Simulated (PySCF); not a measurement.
Vertical excitations of a molecule C2H6BNO from TDA-CAM-B3LYP/def2-SVPD run with PySCF 2.14.0, as energy in eV (oscillator strength): 6.80 (0.026), 7.89 (0.000), 7.89 (0.038), 8.36 (0.000), 8.42 (0.007), 8.51 (0.172), 8.56 (0.012), 8.59 (0.016), 8.78 (0.041), 8.80 (0.029). Lowest triplet (TDA): 6.55 eV. Geometry: B3LYP-D3(BJ)/def2-SVP. Other conformers were not sampled.

Problem. Pick the molecule that these values belong to.
A) C=CB(N)O
B) NB1COC1
C) BO.CC#N
D) NB1CCO1

Solution. D, NB1CCO1
